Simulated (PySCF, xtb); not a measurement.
C3H2F3, SMILES FC(F)(F)C=[CH], multiplicity 2.

Harmonic wavenumbers (cm⁻¹) from GFN2-xTB in xtb at its own minimum, in rising order: 43, 225, 307, 394, 466, 497, 526, 649, 721, 737, 821, 1043, 1048, 1152, 1176, 1738, 2845, 3243.

### Question
What does PBE-D3(BJ)/def2-SVP (PySCF) give at its own minimum? (Estimate from the structure and the level; the computed values follow.)

### Answer
91, 240, 324, 418, 512, 534, 594, 685, 745, 819, 859, 1112, 1142, 1230, 1262, 1670, 3012, 3208. Paired by order, the mean absolute difference is 57 cm⁻¹ and the zero-point energies are 25.2 and 26.4 kcal/mol.
